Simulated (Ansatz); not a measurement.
Consider the ligand exchange at the Si–O bond: `O=C([SeH])O[SiH3]` + `N=CO` → `O/C=N/[SiH3]` + `O=C(O)[SeH]`.

Program: Ansatz. Geometries: PBE0-D4/def2-TZVP. ΔE: electronic, gas phase. CBS: MP2 limit from def2 TZ/QZ plus the TZ coupled-cluster correction, frozen cores. This one scheme is used for every species. DFT in def2-TZVPP. For Se outer-core shells are correlated without core-valence functions, which leaves a few kJ/mol of doubt a bond. Scalar relativity is left out up to krypton. One conformer a species, not always the lowest.

```tsv
species	PBE0 energy (Eh)
`O=C([SeH])O[SiH3]`	-2881.52366
`N=CO`	-169.75935
`O/C=N/[SiH3]`	-460.35459
`O=C(O)[SeH]`	-2590.91911
```

Task: Work out ΔE.

Result: ΔE = (-460.35459) + (-2590.91911) − (-2881.52366) − (-169.75935) = 0.00931 Eh = +24.4 kJ/mol. CCSD(T)/CBS gives +34.1 kJ/mol.

Largest T1 diagnostic among the species: 0.014.
